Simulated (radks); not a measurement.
Excited configurations of the chlorine ion Cl7+: one electron is placed in a higher orbital outside [He] 2s2 2p5. The ground configuration is [Ne]. All-electron calculation, non-relativistic Kohn-Sham, PBEsol, spin-unpolarised, spherical densities, point nucleus. Program: a radial shooting solver on a logarithmic mesh with Libxc functionals. Excitation = E - E(ground); binding = E(ion) - E, where the ion is the core of charge +8; n* = 8/sqrt(2 binding) in atomic units, and the quantum defect is n - n*.

outer orbital  excitation (eV)  binding (eV)     n*  eigenvalue (eV)  <r> (bohr)
3s                      211.33        138.20  2.510          -129.61       1.193
3p                      226.40        123.12  2.659          -114.66       1.219
5s                      306.37        43.146  4.492          -40.816       3.804
6d                      324.00        25.518  5.842          -24.106       6.058
7s                      328.69        20.835  6.465          -19.788       7.890
7p                      329.61        19.913  6.613          -18.899       8.136
7d                      330.81        18.708  6.822          -17.721       8.413
7f                      331.35        18.171  6.923          -17.160       8.296

The Delta-SCF ionisation energy is 349.52 eV (NIST Atomic Spectra Database: 348.31 eV, measured). Self-interaction in the functional shifts the binding energies and quantum defects, so they are the method's values and not measured ones. Spin polarisation and multiplet splitting are left out, so open shells lie too high by an amount that depends on their filling.

Beside tabulated values, note that spin-unpolarised runs miss the spin-polarisation part of the exchange energy of open shells.
